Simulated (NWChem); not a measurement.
Molecule: C$_{3}$H$_{5}$ClSi; SMILES C([Si@@H](C)Cl)#C

Computed with NWChem. Medium grid unless said otherwise, to which SCAN and Minnesota functionals are sensitive. Geometry: optimised at PBE0/def2-SVP. Total energies of different functionals are on different scales.

```
level                energy (Ha)  highest occupied level (eV)  orbital gap (eV)  dipole (D)  relative time
-------------------  -----------  ---------------------------  ----------------  ----------  -------------
PBE/def2-TZVP          -866.5908                        -7.11              5.62        1.87              1
B3LYP/def2-TZVP        -867.1342                        -8.10              7.35        1.92              1
PBE0/def2-TZVP         -866.6700                        -8.34              7.78        1.96              1
CAM-B3LYP/def2-TZVP    -867.0433                        -9.70             10.27        1.96              8
M06-2X/def2-TZVP       -867.0049                        -9.57              9.91        1.99              1
```

The last column is a rough cost ratio, cheapest run = 1.
